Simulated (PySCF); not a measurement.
# Relaxation of doublet ScH2

Level of theory: UPBE0 in PySCF with Sc def2-TZVP, H def2-TZVP; no relativity; density-fitted integrals. A (50,194) grid was used.

A hand-made side-on start, of C2v symmetry, held to at least that symmetry:

```xyz
3
charge 0 multiplicity 2, angstrom
Sc    0.0000    0.0000   -0.0767
H     0.4200    0.0000    1.7106
H    -0.4200    0.0000    1.7106
```

(1) What forces act on the atoms at the start (eV/Å)?

(2) What does it relax to?

(3) How much energy is released, and in how many steps?

## Answers

(1) 
| atom | Fx | Fy | Fz |
| --- | --- | --- | --- |
| Sc1 | 0.00 | 0.00 | -1.58 |
| H2 | -0.31 | 0.00 | 0.79 |
| H3 | 0.31 | 0.00 | 0.79 |

(2) It ends at C2v with H–H 0.746 Å. The molecule has come apart into Sc + H₂. No frequency check is given, so it may be a saddle point.

(3) 53.0 kJ/mol in 13 steps.

With open d or f shells other occupations or spin states may lie lower.

The relaxation took roughly 50 core-seconds on a shared host.
